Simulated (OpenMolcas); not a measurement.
Ru V: effect of the active space

* Program: OpenMolcas 26.06
* Method: SS-CASPT2, IPEA 0.25 Eh, imaginary shift 0.1 Eh
* Basis: ANO-RCC-VTZP
* Scalar Hamiltonian: DKH2, point nucleus
* Spin-orbit coupling: state interaction with AMFI integrals over the reference wave functions, term energies averaged over their components

A. 4 electrons in 5 orbitals (4d); 2S+1 = 5 even, 5 roots; 2S+1 = 3 even, 45 roots; 2S+1 = 1 even, 50 roots; closed shells correlated: 4s 4p; CASPT2 step roughly 23 core-seconds
B. 4 electrons in 10 orbitals (4d 5d); 2S+1 = 5 even, 5 roots; 2S+1 = 3 even, 45 roots; 2S+1 = 1 even, 49 roots; closed shells correlated: 4s 4p; CASPT2 step about 17 core-minutes

Energies in eV above 4d4 5D0.

```json
{"Level": "4d4 5D0", "A": "0.0000", "B": "0.0000"}
{"Level": "4d4 5D1", "A": "0.0607", "B": "0.0607"}
{"Level": "4d4 5D2", "A": "0.1621", "B": "0.1624"}
{"Level": "4d4 5D3", "A": "0.288", "B": "0.290"}
{"Level": "4d4 5D4", "A": "0.431", "B": "0.434"}
{"Level": "4d4 3P0(1)", "A": "2.074", "B": "2.069"}
{"Level": "4d4 3H4", "A": "2.254", "B": "2.250"}
{"Level": "4d4 3P1(1)", "A": "2.374", "B": "2.371"}
{"Level": "4d4 3H5", "A": "2.398", "B": "2.399"}
{"Level": "4d4 3H6", "A": "2.518", "B": "2.523"}
{"Level": "4d4 3F3(1) [61 %]", "A": "2.533", "B": "2.529"}
{"Level": "4d4 3F2(1)", "A": "2.572", "B": "2.567"}
{"Level": "4d4 3F4(1) [67 %]", "A": "2.632", "B": "2.633"}
{"Level": "4d4 3P2(1)", "A": "2.779", "B": "2.778"}
{"Level": "4d4 3G3 [61 %]", "A": "2.906", "B": "2.904"}
{"Level": "4d4 3G4 [71 %]", "A": "2.967", "B": "2.968"}
{"Level": "4d4 3G5", "A": "3.060", "B": "3.066"}
{"Level": "4d4 3D3", "A": "3.444", "B": "3.443"}
{"Level": "4d4 3D2", "A": "3.491", "B": "3.488"}
{"Level": "4d4 3D1", "A": "3.552", "B": "3.547"}
{"Level": "4d4 1I6", "A": "3.594", "B": "3.608"}
{"Level": "4d4 1G4(1)", "A": "3.801", "B": "3.812"}
{"Level": "4d4 1D2(1)", "A": "4.404", "B": "4.415"}
{"Level": "4d4 1F3", "A": "4.836", "B": "4.852"}
```

The spin-orbit steps hold different terms of 4d4 (B lacks a 1S), which shifts levels as well.

Between A and B the level of the table that moves most is 4d4 1F3, by 130 cm-1 (lowest in A, highest in B). Moves below CASPT2's spread within the term are not significant.

CASPT2 does not keep the components of a term degenerate, so their means are used; among the terms shown or strongly mixed into the levels shown the widest spread is 220 cm-1 (4d4 1G(1), A). Active for correlation alone: 5d; no level in the range computed is led by a configuration that fills it, so any true level of that kind is missing (holds for B). Levels of configurations outside the active space are missing. Levels that lie high or do not pair safely by name in every column are left out.

A share in square brackets marks a mixed level and gives the weight of the term that names it, the lowest over the columns. A number in round brackets counts repeated terms of one configuration in the order of the reference energies.
